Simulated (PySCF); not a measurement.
C4H4ClF, SMILES C(/C=C\F)(=C)Cl.

Coordinates come from a PBE0-D3(BJ)/def2-SVP optimisation. The structure was generated by enumeration; whether it is a known compound was not checked. Other conformers were not sampled.

Calculation: PBE/def2-TZVP run with PySCF.

Symmetry labels are those of the subgroup Cs that the program uses (full group Cs).

Computed valence orbital energies around the gap with their symmetry:
```
orbital  symmetry  energy (eV)
-------  --------  -----------
HOMO−7         A'       -11.05
HOMO−6         A'       -10.56
HOMO−5         A'        -9.51
HOMO−4         A"        -9.34
HOMO−3         A'        -9.04
HOMO−2         A'        -7.29
HOMO−1         A"        -7.17
HOMO           A"        -5.83
LUMO           A"        -2.11
LUMO+1         A'        -0.21
LUMO+2         A"         0.43
LUMO+3         A'         0.66
```
